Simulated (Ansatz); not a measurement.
Relaxation of BrFH4O2Si2 (10 atoms, charge 0, multiplicity 1), to a largest force component of 0.015 eV/Å in at most 40 steps.

All numbers below come from RKS PBE-D4/def2-SVP (Ansatz 0.2.0).

```xyz
10
Properties=species:S:1:pos:R:3
O -2.236 -0.206 -0.263
Si -0.821 -0.687 -0.867
Si 0.964 0.430 0.103
O 0.993 0.378 1.774
F 2.398 -0.241 -0.316
Br 1.032 2.583 -0.448
H -2.456 -0.390 0.652
H -0.777 -0.492 -2.348
H -0.733 -2.122 -0.530
H 1.718 0.696 2.247
```

Problem. Where does it end, and by what steps?

Solution. The forces met the threshold. After 24 steps the energy has fallen by 0.349 eV; H7 moved furthest, 0.91 Å.

```tsv
step	energy less start (eV)	largest force component (eV/Å)	accepted
0	0.0000	2.976	yes
1	-0.2287	1.027	yes
2	-0.2848	0.629	yes
3	-0.3030	0.410	yes
4	-0.3187	0.189	yes
5	-0.3266	0.338	yes
6	-0.3303	0.218	yes
7	-0.3344	0.074	yes
8	-0.3357	0.166	yes
9	-0.3361	0.331	yes
10	-0.3388	0.151	yes
11	-0.3417	0.079	yes
12	-0.3429	0.190	yes
13	-0.3450	0.123	yes
14	-0.3439	0.143	no
15	-0.3466	0.036	yes
16	-0.3476	0.074	yes
17	-0.3481	0.092	yes
18	-0.3485	0.058	yes
19	-0.3489	0.026	yes
20	-0.3491	0.016	yes
21	-0.3492	0.026	yes
22	-0.3492	0.036	yes
23	-0.3493	0.024	yes
24	-0.3493	0.011	yes
```

```xyz
10
Properties=species:S:1:pos:R:3
O -2.031 -0.480 0.188
Si -0.817 -0.759 -0.945
Si 1.006 0.366 0.023
O 0.472 0.429 1.611
F 2.452 -0.401 -0.039
Br 1.392 2.437 -0.740
H -1.652 -0.233 1.055
H -1.212 -0.181 -2.270
H -0.485 -2.219 -1.122
H 0.958 0.991 2.242
```

Run time: 77 s on 2 threads of Arm Neoverse V1, with other jobs on the host, peak memory 0.19 GiB.
